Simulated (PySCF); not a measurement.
Isomers of C2H4S3. Isolated molecules, 0 K electronic values unless said otherwise. One relaxed conformer stands for each flexible species; it need not be the lowest. Strings in code marks are SMILES.

Calculation: PBE0-D3(BJ)/def2-TZVP run with PySCF 2.14.0. Excitations are Tamm–Dancoff values on a coarser integration grid. The basis has no diffuse functions, so Rydberg states are missing or too high.

```json
[
 {"species": "`C(SS)(S)=C`", "HOMO (eV)": "-6.75", "T1 excitation (TDA) (eV)": "3.72"},
 {"species": "`S/C=C/SS`", "HOMO (eV)": "-6.47", "T1 excitation (TDA) (eV)": "3.29"},
 {"species": "`SC1SCS1` (H–S–C–S torsion 94°)", "HOMO (eV)": "-6.82", "T1 excitation (TDA) (eV)": "3.52"},
 {"species": "`SC=C(S)S`", "HOMO (eV)": "-6.14", "T1 excitation (TDA) (eV)": "3.31"}
]
```
